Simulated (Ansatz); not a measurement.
`[BH2][GeH2][SiH2][SiH3]` + `C=N` → `BN=C` + `[SiH3][SiH2][GeH3]`  (cleavage of the B–Ge bond)

Program: Ansatz. Geometries: PBE0-D4/def2-TZVP. ΔE: electronic, gas phase. CCSD(T)/CBS adds triple-zeta CCSD(T) − MP2 to the extrapolated MP2 energy (def2 sets, frozen cores). This one scheme is used for every species. For Ge outer-core shells are correlated without core-valence functions, which leaves a few kJ/mol of doubt a bond. Scalar relativity is left out up to krypton. One conformer a species, not always the lowest.

```json
{"species": "`[BH2][GeH2][SiH2][SiH3]`", "HF/def2-QZVPP energy (Eh)": "-2683.20871"}
{"species": "`C=N`", "HF/def2-QZVPP energy (Eh)": "-94.07628"}
{"species": "`BN=C`", "HF/def2-QZVPP energy (Eh)": "-119.37086"}
{"species": "`[SiH3][SiH2][GeH3]`", "HF/def2-QZVPP energy (Eh)": "-2657.96048"}
```

Work out ΔE.

ΔE = (-119.37086) + (-2657.96048) − (-2683.20871) − (-94.07628) = -0.04635 Eh = -1.26 eV. CCSD(T)/CBS gives -1.24 eV.

Largest T1 diagnostic among the species: 0.016.

The D4 term adds +0.04 eV with B3LYP and +0.03 eV with PBE0; it sums over pairs of atoms, weighted by their polarisabilities, and B3LYP, whose exchange is more repulsive, gets the larger term. From PBE to PBE0 (25 % exact exchange), in def2-TZVPP and without D4, ΔE moves by +0.08 eV.

B3LYP here is the variant with VWN-RPA as its local correlation; programs differ in this.
